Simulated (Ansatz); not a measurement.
One change: `CS[SiH](N)[SiH3]` becomes `N[SiH]([SiH3])BF`.

Ansatz, PBE0-D4/def2-TZVP geometries, multiplicity 1. Each molecule was computed in one conformer, which needn't be the lowest.

| property | `CS[SiH](N)[SiH3]` |
| --- | --- |
| HOMO–LUMO gap (B3LYP/def2-TZVPP) / eV | 6.36 |
| LUMO energy (ωB97M-V/def2-TZVPP) / eV | 1.68 |
| size of the dipole moment (B3LYP/def2-TZVPP) / D | 2.13 |
| LUMO energy (PBE0/def2-TZVPP) / eV | 0.06 |
| HOMO energy (ωB97M-V/def2-TZVPP) / eV | -8.86 |
| HOMO energy (PBE/def2-TZVPP) / eV | -5.58 |

Q: Give the same properties after the change, and the shifts. (Estimate.)

A: Ansatz gave: 
```
                                        property  `N[SiH]([SiH3])BF`  shift
           HOMO–LUMO gap (B3LYP/def2-TZVPP) / eV                4.90  -1.46
           LUMO energy (ωB97M-V/def2-TZVPP) / eV                0.22  -1.46
size of the dipole moment (B3LYP/def2-TZVPP) / D                1.00  -1.13
              LUMO energy (PBE0/def2-TZVPP) / eV               -1.71  -1.77
           HOMO energy (ωB97M-V/def2-TZVPP) / eV               -9.12  -0.26
               HOMO energy (PBE/def2-TZVPP) / eV               -5.79  -0.21
```

With PBE0 the HOMO falls by 0.28 eV and the LUMO falls by 1.77 eV, so the gap narrows by about 1.49 eV. PBE moves the HOMO by -0.21 eV and ωB97M-V by -0.26 eV. Dipoles are sizes alone; their direction can turn.

B3LYP here is the variant with VWN-RPA as its local correlation; programs differ in this.
